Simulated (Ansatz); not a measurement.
# Molecular dynamics of BFH₃NO

input.yaml

```yaml
crystal:
  periodic: [false, false, false]
  atoms:
    - { symbol: B, position_ang: [0.04556, -0.060829, -0.140425] }
    - { symbol: F, position_ang: [-0.141377, 0.527833, 1.04439] }
    - { symbol: "N", position_ang: [1.302115, 0.009011, -0.747872] }
    - { symbol: H, position_ang: [1.491311, -0.412969, -1.631343] }
    - { symbol: H, position_ang: [2.072546, 0.485085, -0.33062] }
    - { symbol: O, position_ang: [-0.990497, -0.708692, -0.718685] }
    - { symbol: H, position_ang: [-1.786658, -0.686139, -0.211946] }
basis:
  gaussian: { orbitals: def2-SVP }
hamiltonian:
  xc: hf
md:
  timestep: 0.5
  n_steps: 166
  ensemble: nvt_nose_hoover
  temperature: 400.0
  initial_velocities: maxwell_boltzmann
  seed: 860876
  nose_hoover: { tau: 100.0, chain_length: 5 }
```

Run as:

```bash
$ ansatz run input.yaml --threads 1 --pin off --max-ram 2048MiB --backend cpu --events-out ev --progress --plain --runs-dir out
```

It starts from a relaxed structure.

Output, in part (one step line in 2, the closing report, with atoms numbered from 0):

```
md step     0: t =     0.00 fs  T =   400.0 K  F+E_penalty+E_count = -6943.22505436 eV  E_kin = 0.258520 eV  conserved = -6942.96653436 eV  (27 SCF iters)
md step     2: t =     1.00 fs  T =   322.3 K  F+E_penalty+E_count = -6943.17317794 eV  E_kin = 0.208333 eV  conserved = -6942.96484615 eV  (23 SCF iters)
md step     4: t =     2.00 fs  T =   207.1 K  F+E_penalty+E_count = -6943.09705814 eV  E_kin = 0.133848 eV  conserved = -6942.96321822 eV  (23 SCF iters)
md step     6: t =     3.00 fs  T =   197.3 K  F+E_penalty+E_count = -6943.09100813 eV  E_kin = 0.127499 eV  conserved = -6942.96353402 eV  (23 SCF iters)
md step     8: t =     4.00 fs  T =   265.1 K  F+E_penalty+E_count = -6943.13665984 eV  E_kin = 0.171323 eV  conserved = -6942.96539664 eV  (23 SCF iters)
md step    10: t =     5.00 fs  T =   255.1 K  F+E_penalty+E_count = -6943.13085525 eV  E_kin = 0.164872 eV  conserved = -6942.96609612 eV  (23 SCF iters)
md step    12: t =     6.00 fs  T =   135.7 K  F+E_penalty+E_count = -6943.05088284 eV  E_kin = 0.087673 eV  conserved = -6942.96337060 eV  (23 SCF iters)
md step    14: t =     7.00 fs  T =   122.9 K  F+E_penalty+E_count = -6943.04226113 eV  E_kin = 0.079445 eV  conserved = -6942.96301560 eV  (23 SCF iters)
md step    16: t =     8.00 fs  T =   240.0 K  F+E_penalty+E_count = -6943.12092603 eV  E_kin = 0.155128 eV  conserved = -6942.96607341 eV  (23 SCF iters)
md step    18: t =     9.00 fs  T =   253.1 K  F+E_penalty+E_count = -6943.12895172 eV  E_kin = 0.163583 eV  conserved = -6942.96576531 eV  (23 SCF iters)
md step    20: t =    10.00 fs  T =   157.8 K  F+E_penalty+E_count = -6943.06530478 eV  E_kin = 0.101998 eV  conserved = -6942.96381085 eV  (23 SCF iters)
md step    22: t =    11.00 fs  T =   112.5 K  F+E_penalty+E_count = -6943.03537149 eV  E_kin = 0.072693 eV  conserved = -6942.96325922 eV  (23 SCF iters)
md step    24: t =    12.00 fs  T =   168.9 K  F+E_penalty+E_count = -6943.07289804 eV  E_kin = 0.109136 eV  conserved = -6942.96443690 eV  (23 SCF iters)
md step    26: t =    13.00 fs  T =   224.3 K  F+E_penalty+E_count = -6943.11009334 eV  E_kin = 0.144980 eV  conserved = -6942.96594234 eV  (22 SCF iters)
md step    28: t =    14.00 fs  T =   163.5 K  F+E_penalty+E_count = -6943.06977503 eV  E_kin = 0.105661 eV  conserved = -6942.96510975 eV  (23 SCF iters)
md step    30: t =    15.00 fs  T =    75.5 K  F+E_penalty+E_count = -6943.01045955 eV  E_kin = 0.048823 eV  conserved = -6942.96273389 eV  (23 SCF iters)
md step    32: t =    16.00 fs  T =   135.5 K  F+E_penalty+E_count = -6943.05080123 eV  E_kin = 0.087601 eV  conserved = -6942.96439523 eV  (23 SCF iters)
md step    34: t =    17.00 fs  T =   224.7 K  F+E_penalty+E_count = -6943.10984967 eV  E_kin = 0.145211 eV  conserved = -6942.96603722 eV  (23 SCF iters)
md step    36: t =    18.00 fs  T =   198.0 K  F+E_penalty+E_count = -6943.09106687 eV  E_kin = 0.127936 eV  conserved = -6942.96478080 eV  (23 SCF iters)
md step    38: t =    19.00 fs  T =   137.6 K  F+E_penalty+E_count = -6943.05067198 eV  E_kin = 0.088933 eV  conserved = -6942.96359151 eV  (23 SCF iters)
md step    40: t =    20.00 fs  T =   147.9 K  F+E_penalty+E_count = -6943.05731216 eV  E_kin = 0.095600 eV  conserved = -6942.96374435 eV  (23 SCF iters)
md step    42: t =    21.00 fs  T =   217.7 K  F+E_penalty+E_count = -6943.10332908 eV  E_kin = 0.140681 eV  conserved = -6942.96493336 eV  (23 SCF iters)
md step    44: t =    22.00 fs  T =   242.8 K  F+E_penalty+E_count = -6943.12020519 eV  E_kin = 0.156913 eV  conserved = -6942.96592212 eV  (23 SCF iters)
md step    46: t =    23.00 fs  T =   160.5 K  F+E_penalty+E_count = -6943.06511371 eV  E_kin = 0.103714 eV  conserved = -6942.96434097 eV  (23 SCF iters)
md step    48: t =    24.00 fs  T =   107.4 K  F+E_penalty+E_count = -6943.02933877 eV  E_kin = 0.069442 eV  conserved = -6942.96303767 eV  (28 SCF iters)
md step    50: t =    25.00 fs  T =   177.6 K  F+E_penalty+E_count = -6943.07652817 eV  E_kin = 0.114813 eV  conserved = -6942.96508969 eV  (23 SCF iters)
md step    52: t =    26.00 fs  T =   221.0 K  F+E_penalty+E_count = -6943.10457995 eV  E_kin = 0.142808 eV  conserved = -6942.96550852 eV  (23 SCF iters)
md step    54: t =    27.00 fs  T =   179.8 K  F+E_penalty+E_count = -6943.07642650 eV  E_kin = 0.116204 eV  conserved = -6942.96433088 eV  (23 SCF iters)
md step    56: t =    28.00 fs  T =   143.8 K  F+E_penalty+E_count = -6943.05204588 eV  E_kin = 0.092916 eV  conserved = -6942.96353932 eV  (23 SCF iters)
md step    58: t =    29.00 fs  T =   185.2 K  F+E_penalty+E_count = -6943.07876789 eV  E_kin = 0.119727 eV  conserved = -6942.96376643 eV  (23 SCF iters)
md step    60: t =    30.00 fs  T =   278.3 K  F+E_penalty+E_count = -6943.13998028 eV  E_kin = 0.179888 eV  conserved = -6942.96529641 eV  (23 SCF iters)
md step    62: t =    31.00 fs  T =   297.5 K  F+E_penalty+E_count = -6943.15238221 eV  E_kin = 0.192288 eV  conserved = -6942.96592296 eV  (23 SCF iters)
md step    64: t =    32.00 fs  T =   216.5 K  F+E_penalty+E_count = -6943.09712842 eV  E_kin = 0.139936 eV  conserved = -6942.96357683 eV  (23 SCF iters)
md step    66: t =    33.00 fs  T =   213.5 K  F+E_penalty+E_count = -6943.09469972 eV  E_kin = 0.137953 eV  conserved = -6942.96358703 eV  (23 SCF iters)
md step    68: t =    34.00 fs  T =   293.9 K  F+E_penalty+E_count = -6943.14806512 eV  E_kin = 0.189925 eV  conserved = -6942.96555965 eV  (23 SCF iters)
md step    70: t =    35.00 fs  T =   299.8 K  F+E_penalty+E_count = -6943.15100037 eV  E_kin = 0.193786 eV  conserved = -6942.96533975 eV  (23 SCF iters)
md step    72: t =    36.00 fs  T =   227.6 K  F+E_penalty+E_count = -6943.10243410 eV  E_kin = 0.147078 eV  conserved = -6942.96410860 eV  (23 SCF iters)
md step    74: t =    37.00 fs  T =   182.0 K  F+E_penalty+E_count = -6943.07168363 eV  E_kin = 0.117637 eV  conserved = -6942.96328387 eV  (23 SCF iters)
md step    76: t =    38.00 fs  T =   231.2 K  F+E_penalty+E_count = -6943.10381220 eV  E_kin = 0.149437 eV  conserved = -6942.96411523 eV  (23 SCF iters)
md step    78: t =    39.00 fs  T =   299.0 K  F+E_penalty+E_count = -6943.14874731 eV  E_kin = 0.193246 eV  conserved = -6942.96593160 eV  (23 SCF iters)
md step    80: t =    40.00 fs  T =   248.9 K  F+E_penalty+E_count = -6943.11485176 eV  E_kin = 0.160834 eV  conserved = -6942.96518484 eV  (23 SCF iters)
md step    82: t =    41.00 fs  T =   153.6 K  F+E_penalty+E_count = -6943.05056853 eV  E_kin = 0.099303 eV  conserved = -6942.96295772 eV  (23 SCF iters)
md step    84: t =    42.00 fs  T =   179.8 K  F+E_penalty+E_count = -6943.06831711 eV  E_kin = 0.116179 eV  conserved = -6942.96426722 eV  (23 SCF iters)
md step    86: t =    43.00 fs  T =   238.7 K  F+E_penalty+E_count = -6943.10710183 eV  E_kin = 0.154256 eV  conserved = -6942.96557870 eV  (23 SCF iters)
md step    88: t =    44.00 fs  T =   209.6 K  F+E_penalty+E_count = -6943.08688255 eV  E_kin = 0.135475 eV  conserved = -6942.96480574 eV  (23 SCF iters)
md step    90: t =    45.00 fs  T =   145.2 K  F+E_penalty+E_count = -6943.04338556 eV  E_kin = 0.093856 eV  conserved = -6942.96344894 eV  (23 SCF iters)
md step    92: t =    46.00 fs  T =   158.5 K  F+E_penalty+E_count = -6943.05148345 eV  E_kin = 0.102445 eV  conserved = -6942.96340095 eV  (23 SCF iters)
md step    94: t =    47.00 fs  T =   249.6 K  F+E_penalty+E_count = -6943.11136938 eV  E_kin = 0.161334 eV  conserved = -6942.96503607 eV  (23 SCF iters)
md step    96: t =    48.00 fs  T =   284.6 K  F+E_penalty+E_count = -6943.13380808 eV  E_kin = 0.183924 eV  conserved = -6942.96576685 eV  (23 SCF iters)
md step    98: t =    49.00 fs  T =   215.2 K  F+E_penalty+E_count = -6943.08625972 eV  E_kin = 0.139092 eV  conserved = -6942.96387579 eV  (28 SCF iters)
md step   100: t =    50.00 fs  T =   185.9 K  F+E_penalty+E_count = -6943.06631469 eV  E_kin = 0.120165 eV  conserved = -6942.96350198 eV  (23 SCF iters)
md step   102: t =    51.00 fs  T =   231.1 K  F+E_penalty+E_count = -6943.09637320 eV  E_kin = 0.149330 eV  conserved = -6942.96510481 eV  (23 SCF iters)
md step   104: t =    52.00 fs  T =   228.5 K  F+E_penalty+E_count = -6943.09389683 eV  E_kin = 0.147683 eV  conserved = -6942.96509313 eV  (23 SCF iters)
md step   106: t =    53.00 fs  T =   165.0 K  F+E_penalty+E_count = -6943.05103225 eV  E_kin = 0.106633 eV  conserved = -6942.96398167 eV  (23 SCF iters)
md step   108: t =    54.00 fs  T =   130.4 K  F+E_penalty+E_count = -6943.02760384 eV  E_kin = 0.084295 eV  conserved = -6942.96341195 eV  (23 SCF iters)
md step   110: t =    55.00 fs  T =   172.3 K  F+E_penalty+E_count = -6943.05484955 eV  E_kin = 0.111371 eV  conserved = -6942.96413283 eV  (23 SCF iters)
md step   112: t =    56.00 fs  T =   228.5 K  F+E_penalty+E_count = -6943.09146673 eV  E_kin = 0.147696 eV  conserved = -6942.96520076 eV  (23 SCF iters)
md step   114: t =    57.00 fs  T =   214.6 K  F+E_penalty+E_count = -6943.08119012 eV  E_kin = 0.138669 eV  conserved = -6942.96483437 eV  (23 SCF iters)
md step   116: t =    58.00 fs  T =   167.4 K  F+E_penalty+E_count = -6943.04878444 eV  E_kin = 0.108211 eV  conserved = -6942.96363825 eV  (23 SCF iters)
md step   118: t =    59.00 fs  T =   176.4 K  F+E_penalty+E_count = -6943.05466821 eV  E_kin = 0.114035 eV  conserved = -6942.96438125 eV  (23 SCF iters)
md step   120: t =    60.00 fs  T =   193.1 K  F+E_penalty+E_count = -6943.06526445 eV  E_kin = 0.124827 eV  conserved = -6942.96496164 eV  (23 SCF iters)
md step   122: t =    61.00 fs  T =   161.8 K  F+E_penalty+E_count = -6943.04370225 eV  E_kin = 0.104548 eV  conserved = -6942.96444043 eV  (23 SCF iters)
md step   124: t =    62.00 fs  T =   117.2 K  F+E_penalty+E_count = -6943.01363579 eV  E_kin = 0.075744 eV  conserved = -6942.96377542 eV  (23 SCF iters)
md step   126: t =    63.00 fs  T =   116.3 K  F+E_penalty+E_count = -6943.01235433 eV  E_kin = 0.075186 eV  conserved = -6942.96355120 eV  (23 SCF iters)
md step   128: t =    64.00 fs  T =   176.2 K  F+E_penalty+E_count = -6943.05099817 eV  E_kin = 0.113882 eV  conserved = -6942.96414856 eV  (23 SCF iters)
md step   130: t =    65.00 fs  T =   244.6 K  F+E_penalty+E_count = -6943.09503416 eV  E_kin = 0.158083 eV  conserved = -6942.96496545 eV  (23 SCF iters)
md step   132: t =    66.00 fs  T =   264.4 K  F+E_penalty+E_count = -6943.10600724 eV  E_kin = 0.170861 eV  conserved = -6942.96436673 eV  (23 SCF iters)
md step   134: t =    67.00 fs  T =   282.2 K  F+E_penalty+E_count = -6943.11583158 eV  E_kin = 0.182408 eV  conserved = -6942.96393045 eV  (23 SCF iters)
md step   136: t =    68.00 fs  T =   330.0 K  F+E_penalty+E_count = -6943.14603249 eV  E_kin = 0.213297 eV  conserved = -6942.96471030 eV  (23 SCF iters)
md step   138: t =    69.00 fs  T =   349.0 K  F+E_penalty+E_count = -6943.15670629 eV  E_kin = 0.225537 eV  conserved = -6942.96480180 eV  (23 SCF iters)
md step   140: t =    70.00 fs  T =   315.2 K  F+E_penalty+E_count = -6943.13302101 eV  E_kin = 0.203702 eV  conserved = -6942.96458447 eV  (23 SCF iters)
md step   142: t =    71.00 fs  T =   248.0 K  F+E_penalty+E_count = -6943.08750672 eV  E_kin = 0.160263 eV  conserved = -6942.96389546 eV  (23 SCF iters)
md step   144: t =    72.00 fs  T =   206.2 K  F+E_penalty+E_count = -6943.05891949 eV  E_kin = 0.133260 eV  conserved = -6942.96342213 eV  (23 SCF iters)
md step   146: t =    73.00 fs  T =   227.1 K  F+E_penalty+E_count = -6943.07200276 eV  E_kin = 0.146769 eV  conserved = -6942.96407463 eV  (23 SCF iters)
md step   148: t =    74.00 fs  T =   260.3 K  F+E_penalty+E_count = -6943.09289781 eV  E_kin = 0.168255 eV  conserved = -6942.96473969 eV  (28 SCF iters)
md step   150: t =    75.00 fs  T =   256.2 K  F+E_penalty+E_count = -6943.08842265 eV  E_kin = 0.165564 eV  conserved = -6942.96430292 eV  (23 SCF iters)
md step   152: t =    76.00 fs  T =   245.6 K  F+E_penalty+E_count = -6943.07996432 eV  E_kin = 0.158710 eV  conserved = -6942.96400713 eV  (22 SCF iters)
md step   154: t =    77.00 fs  T =   261.8 K  F+E_penalty+E_count = -6943.08915570 eV  E_kin = 0.169222 eV  conserved = -6942.96401937 eV  (23 SCF iters)
md step   156: t =    78.00 fs  T =   293.4 K  F+E_penalty+E_count = -6943.10894989 eV  E_kin = 0.189634 eV  conserved = -6942.96489298 eV  (23 SCF iters)
md step   158: t =    79.00 fs  T =   269.9 K  F+E_penalty+E_count = -6943.09206438 eV  E_kin = 0.174416 eV  conserved = -6942.96477361 eV  (23 SCF iters)
md step   160: t =    80.00 fs  T =   198.2 K  F+E_penalty+E_count = -6943.04314910 eV  E_kin = 0.128087 eV  conserved = -6942.96346329 eV  (23 SCF iters)
md step   162: t =    81.00 fs  T =   179.2 K  F+E_penalty+E_count = -6943.02968884 eV  E_kin = 0.115802 eV  conserved = -6942.96329958 eV  (23 SCF iters)
md step   164: t =    82.00 fs  T =   227.8 K  F+E_penalty+E_count = -6943.06112578 eV  E_kin = 0.147224 eV  conserved = -6942.96444461 eV  (23 SCF iters)
md step   166: t =    83.00 fs  T =   256.3 K  F+E_penalty+E_count = -6943.07844189 eV  E_kin = 0.165648 eV  conserved = -6942.96472895 eV  (28 SCF iters)
Total energy: -6943.07844189 eV, -255.1534265518 hartree
Atom 0 at     0.057907    -0.069245    -0.120531 Å, force    -1.021183    -0.267302    -1.103662 eV/Å
Atom 1 at    -0.143511     0.532311     1.039890 Å, force     0.151415     0.039303     0.512049 eV/Å
Atom 2 at     1.283980     0.014774    -0.762985 Å, force     1.638521     1.389225     2.174298 eV/Å
Atom 3 at     1.596495    -0.448212    -1.548483 Å, force    -0.110350    -1.149709    -1.756272 eV/Å
Atom 4 at     2.094878     0.387865    -0.276095 Å, force    -0.863009    -0.019816    -0.169526 eV/Å
Atom 5 at    -0.993517    -0.692876    -0.727213 Å, force     0.208834    -0.171368     0.530731 eV/Å
Atom 6 at    -1.706431    -0.878942    -0.132510 Å, force    -0.004228     0.179667    -0.187618 eV/Å
Dipole moment:     0.210610    -0.164979     0.007803 e Å
```

The run went to its last step. The conserved energy stayed within 0.59 meV per atom of its start (net change 0.26 meV per atom), so the integration is sound. The mean temperature of the second half is 45 % below the set value. A run of 0.083 ps of so small a system gives no equilibrium averages.

The same pairs are bonded in the first frame and the last. Pairs count as bonded within 1.25 times the sum of covalent radii (0.12 Å more for H–H).

Last frame:

```xyz
7
Properties=species:S:1:pos:R:3
B 0.058 -0.069 -0.120
F -0.143 0.532 1.040
N 1.284 0.015 -0.763
H 1.597 -0.448 -1.548
H 2.095 0.388 -0.276
O -0.994 -0.693 -0.727
H -1.706 -0.879 -0.133
```

The run took 120 s on 1 thread of Arm Neoverse V1, on a shared host, peak memory 0.11 GiB.
